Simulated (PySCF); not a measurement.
**Ni²⁺: excitation energy**

Ni²⁺ [Ar] 3d8 (3F) → Ni²⁺ [Ar] 3d7 4p1 (high-spin determinant), as a difference of total energies. All numbers are calculated (PySCF 2.14, no relativity, point nucleus, in def2-QZVPPD). Correlated levels: valence: [Ar] frozen. The calculations carry no spin-orbit coupling.

| method | excitation energy (eV) |
| --- | --- |
| UHF | 12.264 |
| MP2 (valence) | 14.108 |
| SCS-MP2 (valence) | 14.206 |
| CCSD (valence) | 13.775 |
| CCSD(T) (valence) | 13.832 |

Task: How much does correlation contribute at CCSD(T) (valence)?

Result: 13.832 − (12.264) = 1.568 eV, measured against UHF.

A first-order spin-orbit estimate (lowest level to lowest level, LS coupling) adds 0.033 eV.

The determinant of the upper state mixes LS terms, which raises its energy above the lowest term, most at the Hartree-Fock and MP2 levels.
